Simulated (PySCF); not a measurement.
SMILES C[Si](C)(C)CCB(O)O (C5H15BO2Si) (GFN2-xTB optimised geometry):

```
24

C      1.558    -2.379    -0.172
Si     0.973    -0.567     0.000
C      1.599     0.153     1.654
C      1.695     0.459    -1.435
C     -0.942    -0.567     0.000
C     -1.562     0.837     0.000
B     -1.344     1.664    -1.351
O     -1.151     2.998    -1.274
O     -1.382     1.104    -2.592
H      2.641    -2.441    -0.140
H      1.172    -2.998     0.631
H      1.235    -2.820    -1.110
H      2.682     0.111     1.717
H      1.200    -0.392     2.504
H      1.306     1.193     1.763
H      1.388     0.079    -2.404
H      2.781     0.456    -1.412
H      1.367     1.492    -1.371
H     -1.321    -1.132    -0.856
H     -1.292    -1.104     0.885
H     -1.175     1.402     0.847
H     -2.641     0.745     0.168
H     -1.063     3.426    -2.127
H     -1.502     0.157    -2.613
```

Level of theory: PBE/def2-SVP (PySCF).

**Question.** What are the frontier orbital energies and the dipole moment?

**Answer.** HOMO-2 -6.92 eV, HOMO-1 -6.87 eV, HOMO -6.42 eV, LUMO 0.24 eV, LUMO+1 0.71 eV; dipole moment 1.14 D.

Meta-Löwdin charges at PBE/def2-SVP: C1 -0.55, Si2 0.84, C3 -0.55, C4 -0.55, C5 -0.40, C6 -0.30, B7 0.37, O8 -0.45, O9 -0.47, H10 0.11, H11 0.11, H12 0.11, H13 0.11, H14 0.11, H15 0.11, H16 0.11, H17 0.11, H18 0.12, H19 0.08, H20 0.10, H21 0.11, H22 0.11, H23 0.32, H24 0.33.
